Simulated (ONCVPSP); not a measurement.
**What the settings do to the ONCV potential of silver**

Base potential:

Ag (Z = 47), optimised norm-conserving Vanderbilt (ONCV), made with ONCVPSP 4.0.1 (PBE, scalar-relativistic). Core [Ar] 3d10, reference 4s2 4p6 4d9.5 (charge +1.5). Waves: 4s: rc 1.35 bohr, ncon 4, nbas 8, qcut 8.6 1/bohr, 2 projectors, debl 0.7 Ha; 4p: rc 1.25 bohr, ncon 4, nbas 7, qcut 11.8 1/bohr, 3 projectors, debl 1.9 Ha; 4d: rc 1.90 bohr, ncon 4, nbas 8, qcut 9.1 1/bohr, 3 projectors, debl 1 Ha. Local part: polynomial inside 0.90 bohr (lpopt 5, dvloc0 -1 Ha). Core correction: Teter function, fcfact 1.5, rcfact 1.7.

In the s channel the program set the typed energies aside and used -4.049, 0.250 Ha. In the p channel the program set the typed energies aside and used -2.707, 0.250, 2.150 Ha.

All-electron outer shells of the reference configuration (PBE, scalar-relativistic, ld1.x):

| shell | level (eV) | outermost node (bohr) | outermost maximum (bohr) |
| --- | --- | --- | --- |
| 4s | -110.19 | 0.44 | 0.82 |
| 4p | -73.66 | 0.44 | 0.87 |
| 4d | -22.04 | 0.43 | 1.03 |

Cutoffs, loose and tight: the cutoffs (Ha) at which the residual kinetic energy of the hardest occupied pseudo-wave falls to 1 and 0.1 mHa per electron. They do not see the model core or the augmentation charge, which bear on the density cutoff. Test errors are all-electron minus pseudo excitation energies from the reference, over the configurations 4s2 4p6 4d10 5s1; 4s2 4p6 4d10; 4s2 4p6 4d9; 4s2 4p6 4d7. A dash means not determined; rows that change the core or the reference have their own tests.

| change | outcome | cutoff, loose | cutoff, tight | bound ghosts | GHOST(+) flags above zero | largest test error (meV) |
| --- | --- | --- | --- | --- | --- | --- |
| base | generated, projector energies reset by the program | 45 Ha | 54 Ha | none | s | +59 |
| core correction Teter function, fcfact 1.4, rcfact 1.7 | generated, projector energies reset by the program | 45 Ha | 54 Ha | none | s | +59 |
| core correction Teter function, fcfact 2.6, rcfact 1.7 | generated, projector energies reset by the program | 45 Ha | 54 Ha | none | s | +57 |
| core correction Teter function, fcfact 3.7, rcfact 1.7 | generated, projector energies reset by the program | 45 Ha | 54 Ha | none | s | +55 |
| core correction Teter function, fcfact 4.3, rcfact 1.7 | generated, projector energies reset by the program | 45 Ha | 54 Ha | none | s | +53 |
| core correction Teter function, fcfact 5.7, rcfact 1.7 | generated, projector energies reset by the program | 45 Ha | 54 Ha | none | s | +49 |
| core correction Teter function, fcfact 6.3, rcfact 1.7 | generated, projector energies reset by the program | 45 Ha | 54 Ha | none | s | +47 |
| core correction Teter function, fcfact 7.2, rcfact 1.7 | generated, projector energies reset by the program | 45 Ha | 54 Ha | none | s | +44 |

Reading the sweep of the fcfact (base included, trends over the rows without a ghost): The loose cutoff stays near 45 Ha. The median size of the test errors (rows with all tests solved) stays near 1.4 meV.
